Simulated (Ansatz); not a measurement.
BCl3H2Si (`B[Si](Cl)(Cl)Cl`), charge 0, multiplicity 1.

Q: Give a relaxed structure at PBE0-D4/def2-TZVP (the Gaussian-basis code of Ansatz). (Estimate.)

A: Computed: 
Cartesian coordinates in Å:
```
B 0.647 -0.448 1.007
Si -0.407 0.287 -0.523
Cl -2.366 -0.286 -0.533
Cl 0.523 -0.509 -2.168
Cl -0.362 2.323 -0.661
H 0.353 -1.502 1.479
H 1.611 0.135 1.398
```
Point group Cs.
